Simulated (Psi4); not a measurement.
F2Si, charge +1, doublet, geometry from GFN2-xTB (a state made from the parent by changing its charge; the spin is typed, not shown lowest); HF/def2-SVPD (Psi4 1.11).

Here is a job for Psi4.
```
memory 2 GB

molecule {
1 2
F    -1.31551725   -0.40462820    0.01044998
Si   -0.01740213    0.44992730    0.03735713
F     1.34258723   -0.29525872   -0.06856107
}

set {
  basis def2-svpd
  reference uhf
}

energy('scf')
print_variables()
```

Q: Predict the main parts of the log of this Psi4 run.

A: 
```
   => Loading Basis Set <=

    Name: DEF2-SVPD
    Role: ORBITAL
    Keyword: BASIS

         ---------------------------------------------------------
                                   SCF
               by Justin Turney, Rob Parrish, Andy Simmonett
                          and Daniel G. A. Smith
                              UHF Reference
         ---------------------------------------------------------

  ==> Geometry <==

    Molecular point group: cs
    Full point group: Cs

    Geometry (in Angstrom), charge = 1, multiplicity = 2:

       Center              X                  Y                   Z               Mass
    ------------   -----------------  -----------------  -----------------  -----------------
         F           -0.391645472040     1.316648380524     0.000000000000    18.998403162730
         SI           0.462261105462     0.017827561869     0.000000000000    27.976926534650
         F           -0.289077264316    -1.342901133686     0.000000000000    18.998403162730

  Running in cs symmetry.

  Rotational constants: A =      1.62163  B =      0.25052  C =      0.21700 [cm^-1]
  Rotational constants: A =  48615.31066  B =   7510.49347  C =   6505.47424 [MHz]
  Nuclear repulsion =  101.896435199883939

  Charge       = 1
  Multiplicity = 2
  Electrons    = 31
  Nalpha       = 16
  Nbeta        = 15

  ==> Algorithm <==

  SCF Algorithm Type is DF.
  DIIS enabled.
  MOM disabled.
  Fractional occupation disabled.
  Guess Type is SAD.
  Energy threshold   = 1.00e-06
  Density threshold  = 1.00e-06
  Integral threshold = 1.00e-12

  ==> Primary Basis <==

  Basis Set: DEF2-SVPD
    Blend: DEF2-SVPD
    Number of shells: 28
    Number of basis functions: 70
    Number of Cartesian functions: 76
    Spherical Harmonics?: true
    Max angular momentum: 2

   => Loading Basis Set <=

    Name: (DEF2-SVPD AUX)
    Role: JKFIT
    Keyword: DF_BASIS_SCF

  ==> Integral Setup <==

  SCF_SUBTYPE=INCORE selected. In-core MEM_DF algorithm will be used.
  Using in-core AOs.

  ==> MemDFJK: Density-Fitted J/K Matrices <==

    J tasked:                   Yes
    K tasked:                   Yes
    wK tasked:                   No
    Algorithm:                 Core
    Schwarz Cutoff:           1E-12
    Mask sparsity (%):       0.5306
    Fitting Condition:        1E-10

   => Auxiliary Basis Set <=

  Basis Set: (DEF2-SVPD AUX)
    Blend: DEF2-UNIVERSAL-JKFIT
    Number of shells: 88
    Number of basis functions: 282
    Number of Cartesian functions: 341
    Spherical Harmonics?: true
    Max angular momentum: 4

  Minimum eigenvalue in the overlap matrix is 9.3846060863E-04.
  Reciprocal condition number of the overlap matrix is 1.7488237335E-04.
    Using symmetric orthogonalization.

  ==> Pre-Iterations <==

  SCF Guess: Superposition of Atomic Densities via on-the-fly atomic UHF (no occupation information).

   -------------------------
    Irrep   Nso     Nmo
   -------------------------
     A'        49      49
     A"        21      21
   -------------------------
    Total      70      70
   -------------------------

  ==> Iterations <==

                           Total Energy        Delta E     RMS |[F,P]|

   @DF-UHF iter SAD:  -486.89279284545557   -4.86893e+02   0.00000e+00
   @DF-UHF iter   1:  -487.19904065961032   -3.06248e-01   8.10236e-03 DIIS/ADIIS
   @DF-UHF iter   2:  -487.26574311339567   -6.67025e-02   5.27169e-03 DIIS/ADIIS
   @DF-UHF iter   3:  -487.29129815332948   -2.55550e-02   7.61881e-04 DIIS/ADIIS
   @DF-UHF iter   4:  -487.29248448852587   -1.18634e-03   1.78493e-04 DIIS/ADIIS
   @DF-UHF iter   5:  -487.29261402401738   -1.29535e-04   5.53451e-05 DIIS
   @DF-UHF iter   6:  -487.29262933676546   -1.53127e-05   1.47265e-05 DIIS
   @DF-UHF iter   7:  -487.29263047095691   -1.13419e-06   5.58338e-06 DIIS
   @DF-UHF iter   8:  -487.29263063649699   -1.65540e-07   2.03370e-06 DIIS
   @DF-UHF iter   9:  -487.29263065788206   -2.13851e-08   5.17585e-07 DIIS
  Energy and wave function converged.

  ==> Post-Iterations <==

   @Spin Contamination Metric:   3.572420634E-03
   @S^2 Expected:                7.500000000E-01
   @S^2 Observed:                7.535724206E-01
   @S   Expected:                5.000000000E-01
   @S   Observed:                5.000000000E-01

    Orbital Energies [Eh]
    ---------------------

    Alpha Occupied:

[...]
      13Ap    -0.776681

    Alpha Virtual:

[...]
    Beta Occupied:

[...]
    Beta Virtual:

[...]
      49Ap     3.807598

    Final Occupation by Irrep:
             Ap   App
    DOCC [    12,    3 ]
    SOCC [     1,    0 ]
    NA   [    13,    3 ]
    NB   [    12,    3 ]

  @DF-UHF Final Energy:  -487.29263065788206

   => Energetics <=

    Nuclear Repulsion Energy =            101.8964351998839390
    One-Electron Energy =                -871.6801319432931905
    Two-Electron Energy =                 282.4910660855271658
    Total Energy =                       -487.2926306578820572

  UHF NO Occupations:
  HONO-2 :   11 Ap 1.9995541
  HONO-1 :   12 Ap 1.9990010
  HONO-0 :   13 Ap 1.0000000
  LUNO+0 :   14 Ap 0.0009990
  LUNO+1 :   15 Ap 0.0004459
  LUNO+2 :    4App 0.0002946
  LUNO+3 :   16 Ap 0.0000138

Computation Completed

Properties will be evaluated at   0.000000,   0.000000,   0.000000 [a0]

Properties computed using the SCF density matrix

 Multipole Moments:

 ------------------------------------------------------------------------------------
     Multipole            Electronic (a.u.)      Nuclear  (a.u.)        Total (a.u.)
 ------------------------------------------------------------------------------------

 L = 1.  Multiply by 2.5417464519 to convert [e a0] to [Debye]
 Dipole X            :          0.7690191            0.6522406            1.4212597
 Dipole Y            :          0.0296580            0.0251543            0.0548123
 Dipole Z            :          0.0000000            0.0000000            0.0000000
 Magnitude           :                                                    1.4223162

 ------------------------------------------------------------------------------------

  Variable Map:
  ----------------------------------------------------------------------------
[...]
  Array Variable Map:
  ----------------------------------------------------------------------------
[...]
[...]
```
